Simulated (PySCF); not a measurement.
Members of the series SiXY, Y = silyl; each row names its spin state. Isolated molecules, 0 K electronic values unless said otherwise. One relaxed conformer stands for each flexible species; it need not be the lowest. Strings in code marks are SMILES.

Computed with PBE-D3(BJ)/def2-TZVP // PBE0-D3(BJ)/def2-TZVP (PySCF). 

A: X = H, multiplicity 3 (`[SiH][SiH3]` (excited triplet))
B: X = isocyano, multiplicity 1 (`[N+](#[C-])[Si][SiH3]` (lower singlet))
C: X = cyano, multiplicity 3 (`N#C[Si][SiH3]` (excited triplet))
D: X = cyano, multiplicity 1 (`N#C[Si][SiH3]` (lower singlet))
E: X = ethynyl, multiplicity 1 (`C([Si][SiH3])#C` (lower singlet))

**Question.** A design calls for the lowest dipole moment in this set. Which member fits?

**Answer.** A (0.20 D); next is E (1.08 D).
